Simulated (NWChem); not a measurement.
System: CH3Cl2OSb; SMILES C[O][Sb]([Cl])[Cl]

```xyz
8

Sb     0.1540     0.6765     0.0000
Cl     0.8033    -0.7669    -1.7766
Cl     0.8033    -0.7669     1.7766
O     -1.7599     0.2568     0.0000
C     -2.2897    -1.0481     0.0000
H     -1.9805    -1.6150     0.8953
H     -1.9805    -1.6150    -0.8953
H     -3.3873    -0.9632     0.0000
```
Atoms are numbered in this order, from 1.

Structure relaxed at the PBE0/def2-SVP level. No frequency run checked for a minimum. def2 effective core potentials on Sb; no spin-orbit coupling.

Symmetry labels are those of Cs in the frame above (b1 and b2, or b-type labels, depend on it).

Q: List the 4 lowest vertical singlet excitations from PBE0/def2-SVPD with def2 effective core potentials on Sb, TDA (NWChem).

A: 
```json
[
 {"state": "S1", "energy (eV)": "5.38", "oscillator strength": "0.000", "symmetry": "a\"", "leading excitation (squared amplitude)": "HOMO → LUMO (0.99)"},
 {"state": "S2", "energy (eV)": "5.64", "oscillator strength": "0.049", "symmetry": "a'", "leading excitation (squared amplitude)": "HOMO−1 → LUMO (0.82)"},
 {"state": "S3", "energy (eV)": "5.68", "oscillator strength": "0.016", "symmetry": "a'", "leading excitation (squared amplitude)": "HOMO → LUMO+1 (0.80)"},
 {"state": "S4", "energy (eV)": "5.71", "oscillator strength": "0.022", "symmetry": "a\"", "leading excitation (squared amplitude)": "HOMO−1 → LUMO+1 (0.72)"}
]
```
